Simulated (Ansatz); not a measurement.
Ansatz (a program for electronic structure) input (MP2/6-31G*):

Ansatz 0.2 input:
```yaml
crystal:
  periodic: [false, false, false]
  atoms:
    - {symbol: N, position_ang: [-0.27013200, 1.56882200, -0.93047500]}
    - {symbol: Si, position_ang: [1.00274500, 0.52191000, -0.70220600]}
    - {symbol: Si, position_ang: [-0.09930800, -1.11153300, 0.60813700]}
    - {symbol: N, position_ang: [-1.53466000, -0.24798500, 1.10729900]}
    - {symbol: H, position_ang: [-0.08770000, 2.43714800, -1.42390200]}
    - {symbol: H, position_ang: [2.26178500, 0.95442400, 0.04459000]}
    - {symbol: H, position_ang: [1.65853200, -0.20684400, -1.87256300]}
    - {symbol: H, position_ang: [0.61822900, -1.65309400, 1.81530400]}
    - {symbol: H, position_ang: [-0.46232200, -2.38336400, -0.11941300]}
    - {symbol: H, position_ang: [-1.58408400, 0.59532300, 0.52326700]}
    - {symbol: H, position_ang: [-2.41902800, -0.73473400, 1.11191900]}
basis:
  gaussian:
    orbitals: 6-31G*
total_charge: -1
magnetization: {spin_polarized: false}
correlation: {method: mp2, electrons: outside_noble_gas}
relax: {f_tol: 0.003, max_steps: 120}
```

Output:

```
Functional definition: HF
these checks for a lower state are left out or cut short: cluster_reference
integrals: 0.04 GiB planned
903 factors; integrals over basis functions are off by at most 5.3e-4 eV
mean field: 0.22 GiB planned
mean field evaluation 1: about -18794.3530 eV, gradient 3.3e1 eV
mean field evaluation 2: about -18794.4294 eV, gradient 3.3e1 eV
mean field evaluation 4: about -18797.2456 eV, gradient 4.0e0 eV
mean field evaluation 8: about -18797.3034 eV, gradient 2.8e-1 eV
mean field -18797.30386260 eV, -690.7881756804 hartree, gradient 9.4e-6 eV, S^2 0.000000; 0 other end points of the search recorded, 0 dependent functions left out
12 core orbitals not correlated
reference -18797.30386260 eV, -690.7881756804 hartree; 13, 13 occupied and 57, 57 virtual orbitals, 903 factors
densities: 0.16 GiB planned
second order -13.68938668 eV of doubles, -0.00000000 eV of singles
the calculation of the forces begins
relax step   1: F+E_penalty+E_count = -18810.99324928 eV  Δ(F+E_penalty+E_count) = +0.000e0 eV  max|allowed force component| = 5.303e-1 eV/Å  Δτ_max = 0.0000 Å  (49 SCF iters, accepted)
these checks for a lower state are left out or cut short: starts, cluster_reference, orbital_swaps, neighbouring_geometries, increment
integrals: 0.04 GiB planned
903 factors; integrals over basis functions are off by at most 5.4e-4 eV
mean field: 0.23 GiB planned
mean field evaluation 16: about -18797.0985 eV, gradient 2.9e0 eV
mean field -18797.24629462 eV, -690.7860600960 hartree, gradient 2.3e-6 eV, S^2 0.000000; 0 other end points of the search recorded, 0 dependent functions left out
12 core orbitals not correlated
reference -18797.24629462 eV, -690.7860600960 hartree; 13, 13 occupied and 57, 57 virtual orbitals, 903 factors
densities: 0.16 GiB planned
second order -13.75465217 eV of doubles, -0.00000000 eV of singles
the calculation of the forces begins
relax step   2: F+E_penalty+E_count = -18811.00094679 eV  Δ(F+E_penalty+E_count) = -7.698e-3 eV  max|allowed force component| = 3.613e-1 eV/Å  Δτ_max = 0.0916 Å  (49 SCF iters, accepted)
these checks for a lower state are left out or cut short: starts, cluster_reference, orbital_swaps, neighbouring_geometries, increment
integrals: 0.04 GiB planned
903 factors; integrals over basis functions are off by at most 5.4e-4 eV
mean field: 0.22 GiB planned
mean field evaluation 32: about -18797.2660 eV, gradient 1.2e-6 eV
mean field -18797.26595139 eV, -690.7867824691 hartree, gradient 2.4e-6 eV, S^2 0.000000; 0 other end points of the search recorded, 0 dependent functions left out
12 core orbitals not correlated
reference -18797.26595139 eV, -690.7867824691 hartree; 13, 13 occupied and 57, 57 virtual orbitals, 903 factors
densities: 0.16 GiB planned
second order -13.74275131 eV of doubles, -0.00000000 eV of singles
the calculation of the forces begins
relax step   3: F+E_penalty+E_count = -18811.00870270 eV  Δ(F+E_penalty+E_count) = -7.756e-3 eV  max|allowed force component| = 1.290e-1 eV/Å  Δτ_max = 0.0381 Å  (50 SCF iters, accepted)
these checks for a lower state are left out or cut short: starts, cluster_reference, orbital_swaps, neighbouring_geometries, increment
integrals: 0.04 GiB planned
903 factors; integrals over basis functions are off by at most 5.4e-4 eV
mean field: 0.22 GiB planned
mean field -18797.26342602 eV, -690.7866896636 hartree, gradient 7.6e-6 eV, S^2 0.000000; 0 other end points of the search recorded, 0 dependent functions left out
12 core orbitals not correlated
reference -18797.26342602 eV, -690.7866896636 hartree; 13, 13 occupied and 57, 57 virtual orbitals, 903 factors
densities: 0.16 GiB planned
second order -13.74618192 eV of doubles, -0.00000000 eV of singles
the calculation of the forces begins
relax step   4: F+E_penalty+E_count = -18811.00960794 eV  Δ(F+E_penalty+E_count) = -9.052e-4 eV  max|allowed force component| = 6.250e-2 eV/Å  Δτ_max = 0.0136 Å  (36 SCF iters, accepted)
these checks for a lower state are left out or cut short: starts, cluster_reference, orbital_swaps, neighbouring_geometries, increment
integrals: 0.04 GiB planned
903 factors; integrals over basis functions are off by at most 5.4e-4 eV
mean field: 0.22 GiB planned
mean field -18797.26008012 eV, -690.7865667037 hartree, gradient 3.4e-6 eV, S^2 0.000000; 0 other end points of the search recorded, 0 dependent functions left out
12 core orbitals not correlated
reference -18797.26008012 eV, -690.7865667037 hartree; 13, 13 occupied and 57, 57 virtual orbitals, 903 factors
densities: 0.16 GiB planned
second order -13.75016076 eV of doubles, -0.00000000 eV of singles
[...]
mean field evaluation 64: about -18797.2578 eV, gradient 8.2e-4 eV
mean field -18797.25777022 eV, -690.7864818167 hartree, gradient 5.7e-6 eV, S^2 0.000000; 0 other end points of the search recorded, 0 dependent functions left out
12 core orbitals not correlated
reference -18797.25777022 eV, -690.7864818167 hartree; 13, 13 occupied and 57, 57 virtual orbitals, 903 factors
densities: 0.16 GiB planned
second order -13.75325528 eV of doubles, -0.00000000 eV of singles
the calculation of the forces begins
relax step   7: F+E_penalty+E_count = -18811.01102550 eV  Δ(F+E_penalty+E_count) = -5.389e-4 eV  max|allowed force component| = 2.026e-2 eV/Å  Δτ_max = 0.0099 Å  (34 SCF iters, accepted)
these checks for a lower state are left out or cut short: starts, cluster_reference, orbital_swaps, neighbouring_geometries, increment
integrals: 0.04 GiB planned
903 factors; integrals over basis functions are off by at most 5.3e-4 eV
mean field: 0.23 GiB planned
mean field -18797.25854559 eV, -690.7865103111 hartree, gradient 2.3e-6 eV, S^2 0.000000; 0 other end points of the search recorded, 0 dependent functions left out
12 core orbitals not correlated
reference -18797.25854559 eV, -690.7865103111 hartree; 13, 13 occupied and 57, 57 virtual orbitals, 903 factors
densities: 0.16 GiB planned
second order -13.75271447 eV of doubles, -0.00000000 eV of singles
the calculation of the forces begins
relax step   8: F+E_penalty+E_count = -18811.01126006 eV  Δ(F+E_penalty+E_count) = -2.346e-4 eV  max|allowed force component| = 3.958e-2 eV/Å  Δτ_max = 0.0204 Å  (51 SCF iters, accepted)
these checks for a lower state are left out or cut short: starts, cluster_reference, orbital_swaps, neighbouring_geometries, increment
integrals: 0.04 GiB planned
903 factors; integrals over basis functions are off by at most 5.3e-4 eV
mean field: 0.23 GiB planned
mean field -18797.25787201 eV, -690.7864855572 hartree, gradient 4.3e-6 eV, S^2 0.000000; 0 other end points of the search recorded, 0 dependent functions left out
12 core orbitals not correlated
reference -18797.25787201 eV, -690.7864855572 hartree; 13, 13 occupied and 57, 57 virtual orbitals, 903 factors
densities: 0.16 GiB planned
second order -13.75352644 eV of doubles, -0.00000000 eV of singles
the calculation of the forces begins
relax step   9: F+E_penalty+E_count = -18811.01139845 eV  Δ(F+E_penalty+E_count) = -1.384e-4 eV  max|allowed force component| = 1.370e-2 eV/Å  Δτ_max = 0.0064 Å  (34 SCF iters, accepted)
these checks for a lower state are left out or cut short: starts, cluster_reference, orbital_swaps, neighbouring_geometries, increment
integrals: 0.04 GiB planned
903 factors; integrals over basis functions are off by at most 5.3e-4 eV
mean field: 0.23 GiB planned
mean field -18797.25853324 eV, -690.7865098571 hartree, gradient 3.7e-6 eV, S^2 0.000000; 0 other end points of the search recorded, 0 dependent functions left out
12 core orbitals not correlated
reference -18797.25853324 eV, -690.7865098571 hartree; 13, 13 occupied and 57, 57 virtual orbitals, 903 factors
densities: 0.16 GiB planned
second order -13.75293117 eV of doubles, -0.00000000 eV of singles
the calculation of the forces begins
mean field evaluation 96: about -18797.2585 eV, gradient 3.7e-6 eV
relax step  10: F+E_penalty+E_count = -18811.01146441 eV  Δ(F+E_penalty+E_count) = -6.596e-5 eV  max|allowed force component| = 6.941e-3 eV/Å  Δτ_max = 0.0080 Å  (34 SCF iters, accepted)
these checks for a lower state are left out or cut short: starts, cluster_reference, orbital_swaps, neighbouring_geometries, increment
integrals: 0.04 GiB planned
903 factors; integrals over basis functions are off by at most 5.3e-4 eV
mean field: 0.23 GiB planned
mean field -18797.25798931 eV, -690.7864898682 hartree, gradient 4.0e-6 eV, S^2 0.000000; 0 other end points of the search recorded, 0 dependent functions left out
12 core orbitals not correlated
reference -18797.25798931 eV, -690.7864898682 hartree; 13, 13 occupied and 57, 57 virtual orbitals, 903 factors
densities: 0.16 GiB planned
second order -13.75348732 eV of doubles, -0.00000000 eV of singles
the calculation of the forces begins
relax step  11: F+E_penalty+E_count = -18811.01147663 eV  Δ(F+E_penalty+E_count) = -1.223e-5 eV  max|allowed force component| = 1.061e-2 eV/Å  Δτ_max = 0.0073 Å  (33 SCF iters, accepted)
these checks for a lower state are left out or cut short: starts, cluster_reference, orbital_swaps, neighbouring_geometries, increment
integrals: 0.04 GiB planned
903 factors; integrals over basis functions are off by at most 5.3e-4 eV
mean field: 0.23 GiB planned
mean field -18797.25834003 eV, -690.7865027566 hartree, gradient 2.3e-6 eV, S^2 0.000000; 0 other end points of the search recorded, 0 dependent functions left out
12 core orbitals not correlated
reference -18797.25834003 eV, -690.7865027566 hartree; 13, 13 occupied and 57, 57 virtual orbitals, 903 factors
densities: 0.16 GiB planned
second order -13.75314470 eV of doubles, -0.00000000 eV of singles
the calculation of the forces begins
relax step  12: F+E_penalty+E_count = -18811.01148472 eV  Δ(F+E_penalty+E_count) = -8.093e-6 eV  max|allowed force component| = 4.320e-3 eV/Å  Δτ_max = 0.0023 Å  (34 SCF iters, accepted)
these checks for a lower state are left out or cut short: starts, cluster_reference, orbital_swaps, neighbouring_geometries, increment
integrals: 0.04 GiB planned
903 factors; integrals over basis functions are off by at most 5.3e-4 eV
mean field: 0.23 GiB planned
mean field -18797.25836451 eV, -690.7865036563 hartree, gradient 1.5e-6 eV, S^2 0.000000; 0 other end points of the search recorded, 0 dependent functions left out
12 core orbitals not correlated
reference -18797.25836451 eV, -690.7865036563 hartree; 13, 13 occupied and 57, 57 virtual orbitals, 903 factors
densities: 0.16 GiB planned
second order -13.75312454 eV of doubles, -0.00000000 eV of singles
the calculation of the forces begins
relax step  13: F+E_penalty+E_count = -18811.01148905 eV  Δ(F+E_penalty+E_count) = -4.324e-6 eV  max|allowed force component| = 1.294e-3 eV/Å  Δτ_max = 0.0007 Å  (34 SCF iters, accepted)
these checks for a lower state are left out or cut short: cluster_reference
integrals: 0.04 GiB planned
903 factors; integrals over basis functions are off by at most 5.3e-4 eV
mean field: 0.23 GiB planned
mean field evaluation 128: about -18797.2528 eV, gradient 7.4e-1 eV
mean field -18797.25836451 eV, -690.7865036563 hartree, gradient 1.5e-6 eV, S^2 0.000000; 1 other end points of the search recorded, 0 dependent functions left out
12 core orbitals not correlated
reference -18797.25836451 eV, -690.7865036563 hartree; 13, 13 occupied and 57, 57 virtual orbitals, 903 factors
densities: 0.16 GiB planned
second order -13.75312454 eV of doubles, -0.00000000 eV of singles
the calculation of the forces begins
Total energy: -18811.01148905 eV, -691.2919216610 hartree
Atom 0 at    -0.326747     1.519195    -0.951659 Å, force    -0.000395    -0.000339     0.000367 eV/Å
Atom 1 at     0.999616     0.519245    -0.691098 Å, force    -0.001294    -0.000208     0.000165 eV/Å
Atom 2 at    -0.095955    -1.118742     0.598792 Å, force    -0.000169     0.001283    -0.000589 eV/Å
Atom 3 at    -1.505383    -0.208745     1.133592 Å, force     0.000384     0.000034     0.000454 eV/Å
Atom 4 at    -0.141262     2.397646    -1.443498 Å, force     0.000249     0.000351    -0.000188 eV/Å
Atom 5 at     2.235729     0.984211     0.088683 Å, force     0.000588     0.000179     0.000240 eV/Å
Atom 6 at     1.712970    -0.214310    -1.833668 Å, force     0.000405    -0.000253    -0.000374 eV/Å
Atom 7 at     0.628330    -1.710388     1.783946 Å, force     0.000526    -0.000460     0.001100 eV/Å
Atom 8 at    -0.491746    -2.366686    -0.164950 Å, force    -0.000040    -0.000792    -0.000707 eV/Å
Atom 9 at    -1.528862     0.622250     0.519746 Å, force     0.000566     0.000891    -0.000718 eV/Å
Atom 10 at    -2.402633    -0.683604     1.122070 Å, force    -0.000820    -0.000687     0.000251 eV/Å
Dipole moment:    -0.202777    -0.344205     0.124926 e Å
Checks for a lower state left out: cluster_reference
```

The dipole moment of an ion depends on the origin.

The geometry given is a B3LYP-D3(BJ)/def2-TZVP minimum.
